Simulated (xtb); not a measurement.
GeI2, singlet, geometry from GFN2-xTB.

xtb was given this input:
```
$ xtb mol.xyz --gfn 2 --etemp 1000 --json

# file mol.xyz
3

Ge     0.00153259    -0.00969248     1.22657057
I      1.01567043    -1.73555606    -0.38529276
I     -1.01659577     1.74140812    -0.35527815
```

Question: What does this run give for the dipole moment, HOMO-LUMO gap, partial charges in atom order?

Answer: 
The dipole moment is 7.07 D, the HOMO-LUMO gap is 3.23 eV and the partial charges in atom order is Ge1 0.36, I2 -0.18, I3 -0.18.
